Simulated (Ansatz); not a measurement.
Relaxation of CH₆O₂S₂Si (12 atoms, charge 0, multiplicity 1), to a largest force component of 0.015 eV/Å in at most 40 steps.

Method: RKS PBE0-D4/6-31G* in Ansatz 0.2.0.

```xyz
12
Properties=species:S:1:pos:R:3:forces:R:3
O -1.292 -0.186 -0.594 0.15 2.72 0.52
C -0.510 -0.217 0.533 0.40 0.82 -0.05
S -0.201 -1.967 0.877 2.46 -0.66 -0.50
S -1.386 0.445 1.948 -2.23 -0.90 0.95
O 0.685 0.537 0.403 -1.27 -1.28 -1.69
Si 1.377 1.352 1.647 0.75 1.38 0.82
H -1.228 -1.022 -0.997 0.14 -1.78 -1.07
H -1.230 -2.121 1.630 -1.62 -0.29 1.01
H -1.583 1.678 1.474 -0.13 0.16 -0.29
H 2.286 0.470 2.366 0.38 -0.34 0.35
H 0.291 1.829 2.543 1.07 0.54 0.09
H 2.135 2.532 1.103 -0.10 -0.38 -0.14
```

Where does it end, and by what steps?

The run converged. After 15 steps the energy has fallen by 1.165 eV; H11 moved furthest, 1.00 Å.

```csv
step,energy less start (eV),largest force component (eV/Å),accepted
0,0.0000,2.718,yes
1,-0.6279,1.095,yes
2,-0.8309,0.522,yes
3,-0.9148,0.519,yes
4,-1.0169,0.417,yes
5,-1.0981,0.466,yes
6,-1.1361,0.181,yes
7,-1.1487,0.133,yes
8,-1.1505,0.265,yes
9,-1.1547,0.486,yes
10,-1.1596,0.105,yes
11,-1.1645,0.052,yes
12,-1.1645,0.039,yes
13,-1.1651,0.024,yes
14,-1.1651,0.030,no
15,-1.1651,0.007,yes
```

```xyz
12
Properties=species:S:1:pos:R:3
O -1.460 -0.181 -0.356
C -0.597 -0.221 0.712
S 0.089 -1.916 1.020
S -1.550 0.275 2.199
O 0.496 0.582 0.447
Si 1.411 1.394 1.608
H -0.916 -0.327 -1.148
H -1.109 -2.513 1.159
H -2.129 1.335 1.600
H 1.757 0.503 2.744
H 0.722 2.617 2.092
H 2.630 1.782 0.857
```

Whether the end is a true minimum wasn't checked by a vibrational analysis.

Time of the run: 53 s on 2 threads of INTEL(R) XEON(R) PLATINUM 8581C CPU @ 2.10GHz (Emerald Rapids), with other jobs on the host, peak memory 0.31 GiB.
